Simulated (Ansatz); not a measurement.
Coupled-cluster diagnostics for the cluster B₄N₃ (the lowest doublet isomer of a short search), Ansatz.

Geometry of the doublet (PBE-D4/def2-SVP):

| atom | x (Å) | y (Å) | z (Å) |
| --- | --- | --- | --- |
| B1 | -0.8963 | 0.2316 | 0.7732 |
| B2 | 0.7544 | 1.0580 | 0.5373 |
| B3 | -0.3014 | -0.9350 | -0.7007 |
| B4 | 1.2367 | 0.1116 | -0.6581 |
| N5 | -1.4146 | -0.8304 | 0.0858 |
| N6 | 0.8831 | -0.9395 | -1.4359 |
| N7 | -0.2619 | 1.3038 | 1.3986 |

Correlated methods freeze 7 core orbitals. The structure comes from a short search, and lower isomers may exist.

(1) Estimate the CCSD(T) correlation energy, the shares of MP2 and (T), T1 and the reference's ⟨S²⟩ for: charge 0, doublet, own geometry in def2-SVP; and the rough time on 4 threads of AMD EPYC 9R45 on a shared host.

## Answers

(1) 
| state | basis | correlation (eV) | MP2 share (%) | (T) share (%) | T1 | ⟨S²⟩ (pure) | wall time |
| --- | --- | --- | --- | --- | --- | --- | --- |
| charge 0, doublet, own geometry | def2-SVP | -22.576 | 93.2 | 5.2 | 0.025 | 0.77 (0.75) | 6 s |
Customary marks for T1 are 0.02 (closed shells), 0.045 (open shells) and about 0.05 (3d metals). T1 exceeds 0.02 in 1 of 1 rows and 0.045 in 0; the higher it lies, the less the single-reference result can be trusted.
